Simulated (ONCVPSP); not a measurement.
# Sn: ONCV pseudisation with PBE, scalar-relativistic reference atom.

Input for ONCVPSP 4.0.1:

```
# ATOM AND REFERENCE CONFIGURATION
# atsym  z   nc   nv     iexc    psfile
  Sn 50.00    7    4        4      upf
#
#   n    l    f
    1    0    2.00
    2    0    2.00
    2    1    6.00
    3    0    2.00
    3    1    6.00
    3    2   10.00
    4    0    2.00
    4    1    6.00
    4    2   10.00
    5    0    2.00
    5    1    2.00
#
# PSEUDOPOTENTIAL AND OPTIMIZATION
# lmax
    2
#
#   l,   rc,      ep,       ncon, nbas, qcut
    0    1.60    0.00    4    7    4.00
    1    1.30    0.00    4    7   10.20
    2    1.40    0.00    4    9   12.90
#
# LOCAL POTENTIAL
# lloc, lpopt,  rc(5),   dvloc0
    4    4    0.80    0.00
#
# VANDERBILT-KLEINMAN-BYLANDER PROJECTORs
# l, nproj, debl
    0    2    1.10
    1    2    0.60
    2    2    1.50
#
# MODEL CORE CHARGE
# icmod, fcfact, rcfact
    0    0.00    0.00
#
# LOG DERIVATIVE ANALYSIS
# epsh1, epsh2, depsh
   -5.00    5.00    0.04
#
# OUTPUT GRID
# rlmax, drl
    6.00    0.01
#
# TEST CONFIGURATIONS
# ncnf
    4
# nvcnf
#   n    l    f
    4
    4    1    6.00
    4    2   10.00
    5    0    2.00
    5    1    1.00
#
    4
    4    1    6.00
    4    2   10.00
    5    0    2.00
    5    1    0.00
#
    4
    4    1    6.00
    4    2   10.00
    5    0    1.00
    5    1    0.00
#
    4
    4    1    6.00
    4    2   10.00
    5    0    0.00
    5    1    0.00
#
```

Command:

```bash
oncvpsp.x < Sn.dat > Sn.out
```

Output (shortened: citation, most of the input echo, consistency checks and plot data are left out):

```
ONCVPSP  (Optimized Norm-Conservinng Vanderbilt PSeudopotential)
scalar-relativistic version 4.0.1

#   n    l    f        energy (Ha)
    1    0    2.00    -1.0662547E+03
    2    0    2.00    -1.6096598E+02
    2    1    6.00    -1.4449653E+02
    3    0    2.00    -3.1062333E+01
    3    1    6.00    -2.5680795E+01
    3    2   10.00    -1.7397997E+01
    4    0    2.00    -4.9218508E+00
    4    1    6.00    -3.2964217E+00
    4    2   10.00    -9.4956597E-01
    5    0    2.00    -3.8767815E-01
    5    1    2.00    -1.3576403E-01

Reference configufation results
  iterations    25
  all-electron total energy (Ha)   -6.17720227D+03

Begin loop to  construct optimized pseudo wave functions
and semi-local pseudopoentials for all angular momenta

   Wellstate for l =  0  n =  6
     eigenvalue =   0.7123
     asymptotic potential =   1.2123
     half-point radius =  3.9045

Calculating optimized projector #   1

 for l=   0

    Fraction of norm inside rc  0.157553
    Optimizing pswf for qcut=   4.01 a_B^-1,  ecut=   8.04 Ha

optimize: ERROR ps0norm > uunorm, code will stop
```

The run stopped because the continuity conditions at rc already need more norm inside rc than the all-electron wave has, so norm conservation cannot be met.

The run took about 0.31 s on one core of a shared server CPU.
